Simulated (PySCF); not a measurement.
Positional isomers: benzothiophene methyl+silyl. Isolated molecules, 0 K electronic values unless said otherwise. Strings in code marks are SMILES.

The four lowest singlet excitations (Tamm–Dancoff). All values below come from PySCF 2.14.0 with B3LYP-D3(BJ)/def2-TZVP // B3LYP-D3(BJ)/def2-SVP. B3LYP has the VWN-RPA correlation part, as in Gaussian. Excitations are Tamm–Dancoff values on a coarser integration grid. The basis has no diffuse functions, so Rydberg states are missing or too high.

```tsv
state	energy (eV)	wavelength (nm)	oscillator strength
S1	4.53	274	0.035
S2	4.58	271	0.086
S3	5.24	237	0.000
S4	5.41	229	0.274
```

**Question.** Which member gives these states?
A. `Cc1cc([SiH3])cc2ccsc12`
B. `Cc1cc([SiH3])c2ccsc2c1`
C. `Cc1cc([SiH3])cc2sccc12`
D. `Cc1cc2cccc([SiH3])c2s1`

**Answer.** B, `Cc1cc([SiH3])c2ccsc2c1`
